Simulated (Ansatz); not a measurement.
Start from `[SiH3][SiH2][SiH2][SiH2][GeH3]` and change one atom or group to get `S[SiH2][SiH2][GeH3]`.

Ansatz, PBE0-D4/def2-TZVP geometries, multiplicity 1. Each molecule was computed in one conformer, which needn't be the lowest.

Scalar relativity is left out up to krypton.

```
                                          property  `[SiH3][SiH2][SiH2][SiH2][GeH3]`
                 HOMO energy (PBE/def2-TZVPP) / eV                             -6.86
  size of the dipole moment (B3LYP/def2-TZVPP) / D                              0.21
size of the dipole moment (ωB97M-V/def2-TZVPP) / D                              0.20
                LUMO energy (PBE0/def2-TZVPP) / eV                             -0.43
             LUMO energy (ωB97M-V/def2-TZVPP) / eV                              1.26
                 LUMO energy (PBE/def2-TZVPP) / eV                             -1.23
```

(1) Give the same properties after the change, and the shifts. (Best estimate.)

Answers

(1) Ansatz gave: 
```csv
property,`S[SiH2][SiH2][GeH3]`,shift
HOMO energy (PBE/def2-TZVPP) / eV,-6.16,0.70
size of the dipole moment (B3LYP/def2-TZVPP) / D,1.03,0.82
size of the dipole moment (ωB97M-V/def2-TZVPP) / D,1.05,0.85
LUMO energy (PBE0/def2-TZVPP) / eV,-0.60,-0.17
LUMO energy (ωB97M-V/def2-TZVPP) / eV,1.11,-0.15
LUMO energy (PBE/def2-TZVPP) / eV,-1.40,-0.17
```

With PBE0 the HOMO rises by 0.56 eV and the LUMO falls by 0.17 eV, so the gap narrows by about 0.73 eV. PBE moves the HOMO by 0.70 eV and ωB97M-V by 0.41 eV. Dipoles are sizes alone; their direction can turn.

B3LYP here is the variant with VWN-RPA as its local correlation; programs differ in this.
